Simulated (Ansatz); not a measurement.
Species: LaCl₂, net charge 0, doublet state. The spin state was set by rule; other spins were not relaxed. SMILES of the parent species: [Cl][La][Cl]
Geometry from a B3LYP-D3(BJ)/def2-TZVP (Ansatz, a program for electronic structure) optimisation:
```xyz
3

La     0.3319    -0.0054     0.3948
Cl     1.1091     0.3714    -2.0574
Cl    -2.2221    -0.3531     0.7338
```
Charge 0, spin multiplicity 2.

Wanted: atomisation energy (electronic, to ground-state atoms), in eV. Cores are frozen in the correlated levels unless marked. UHF or UKS for open shells. Spin-orbit coupling is left out. Frozen are the shells of the preceding noble gas and the d and f shells that filled before the atom's block. In def2 rows, elements after Kr have scalar-relativistic effective core potentials. 

| level | program | atomisation energy (eV) |
|---|---|---|
| PBE0/def2-SVP | Ansatz | 10.46 |
| PBE0/def2-QZVPP | Ansatz | 10.35 |
| BHLYP-D4/def2-TZVPD | Ansatz + dftd4 | 10.03 |
| HSE06/def2-TZVPD | Ansatz | 10.27 |
| wB97X-V/def2-TZVPD | Ansatz | 10.54 |
| B2GP-PLYP-D3(BJ)/def2-TZVPD | Ansatz + dftd3 | 10.53 |
| B2PLYP/def2-TZVPD | Ansatz | 10.17 |
| RPA@PBE/def2-TZVPP | Ansatz | 9.23 |
| CCSD/def2-TZVPPD | Ansatz | 9.91 |
